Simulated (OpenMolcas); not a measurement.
W4+: moving or changing the point charges

W4+ among 8 point charges of -1.2 e arranged as a cube (Oh), 2.23 Å from the ion.
```
   1.2875    1.2875    1.2875  -1.20
   1.2875    1.2875   -1.2875  -1.20
   1.2875   -1.2875    1.2875  -1.20
   1.2875   -1.2875   -1.2875  -1.20
  -1.2875    1.2875    1.2875  -1.20
  -1.2875    1.2875   -1.2875  -1.20
  -1.2875   -1.2875    1.2875  -1.20
  -1.2875   -1.2875   -1.2875  -1.20
```

| Property | Result |
| --- | --- |
| Program | OpenMolcas |
| Method | CASSCF |
| Basis | ANO-RCC-VDZP [7s6p4d2f1g] |
| Scalar Hamiltonian | DKH2, point nucleus |
| Active space | 2 electrons in 5 orbitals (5d) |
| State averaging | 2S+1 = 3 even, 10 roots; 2S+1 = 1 even, 15 roots |
| Spin-orbit coupling | RASSI with atomic mean-field integrals over the reference wave functions |

Runs around this geometry, states (labels of O, the rotations of Oh). Energies in cm-1 above the lowest state or level, χT in cm3 K/mol; 10Dq and B are least-squares fits to the states below 45000 cm-1, weighted by degeneracy, with a free offset, and given where the rms deviation is under 5 % of |10Dq| (or 100 cm-1) and under 700 cm-1; 10Dq is negative for this site.

```json
{"R (Å)": "2.23", "q (e)": "-0.96", "Ground state": "3A2", "First state of that spin": "3T2 4283", "10Dq": "-4428", "B (rms of fit)": "786 (53)", "First gap with spin-orbit (degeneracies)": "2138 (3, 2)", "χT at 300 K": "0.080", "First state of another spin": "1E 11772"}
{"R (Å)": "2.23", "q (e)": "-1.2", "Ground state": "3A2", "First state of that spin": "3T2 5395", "10Dq": "-5604", "B (rms of fit)": "783 (71)", "First gap with spin-orbit (degeneracies)": "2851 (3, 2)", "χT at 300 K": "0.065", "First state of another spin": "1E 11813"}
{"R (Å)": "2.41", "q (e)": "-1.2", "Ground state": "3A2", "First state of that spin": "3T2 3714", "10Dq": "-3841", "B (rms of fit)": "788 (48)", "First gap with spin-orbit (degeneracies)": "1788 (3, 2)", "χT at 300 K": "0.097", "First state of another spin": "1E 11729"}
```

Taking |10Dq| as R^-n, n = -ln(3841 / 5604) / ln(2.41 / 2.23) = 4.9 between the shortest and longest distance. The point-charge formula for a cubic d site gives n = 5.

Scaling the charges by -0.96 / -1.2 = 0.80 scales |10Dq| by 4428 / 5604 = 0.79; with fixed orbitals a first-order splitting would follow the charge.

Without dynamic correlation the repulsion within the d shell is too large (B by tens of per cent), so at a given field states of lower spin stand too high. Spin-orbit coupling mixes the spin-free states strongly: the lowest level takes only 50 % from its leading state, 3A2 (figures for R = 2.23, q = -0.96; the like holds for R = 2.23, q = -1.2, R = 2.41, q = -1.2). Point charges carry no covalency, so the field is a model and not that of real ligands. No measured value stands beside these numbers.
